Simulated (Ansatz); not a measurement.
`BB` and `BBBr` differ in one atom or group.

Ansatz, PBE0-D4/def2-TZVP geometries, multiplicity 1. 

Scalar relativity is left out up to krypton.

```csv
property,`BB`
HOMO–LUMO gap (PBE0/def2-TZVPP) / eV,6.98
HOMO–LUMO gap (B3LYP/def2-TZVPP) / eV,6.57
LUMO energy (PBE/def2-TZVPP) / eV,-2.70
LUMO energy (PBE0/def2-TZVPP) / eV,-1.67
HOMO energy (ωB97M-V/def2-TZVPP) / eV,-10.96
HOMO energy (PBE/def2-TZVPP) / eV,-7.29
```

Problem. What does the change do to each property? (Best estimate.)

Solution. The calculation gave: 
| property | `BBBr` | shift |
| --- | --- | --- |
| HOMO–LUMO gap (PBE0/def2-TZVPP) / eV | 5.86 | -1.12 |
| HOMO–LUMO gap (B3LYP/def2-TZVPP) / eV | 5.44 | -1.13 |
| LUMO energy (PBE/def2-TZVPP) / eV | -3.08 | -0.38 |
| LUMO energy (PBE0/def2-TZVPP) / eV | -2.07 | -0.40 |
| HOMO energy (ωB97M-V/def2-TZVPP) / eV | -10.14 | 0.82 |
| HOMO energy (PBE/def2-TZVPP) / eV | -6.68 | 0.61 |

With PBE0 the HOMO rises by 0.72 eV and the LUMO falls by 0.40 eV, so the gap narrows by about 1.12 eV. PBE moves the HOMO by 0.61 eV and ωB97M-V by 0.82 eV.

B3LYP here is the variant with VWN-RPA as its local correlation; programs differ in this.

Spin–orbit coupling is left out; it splits and shifts lone-pair levels of the heavy atoms by tenths of an eV.
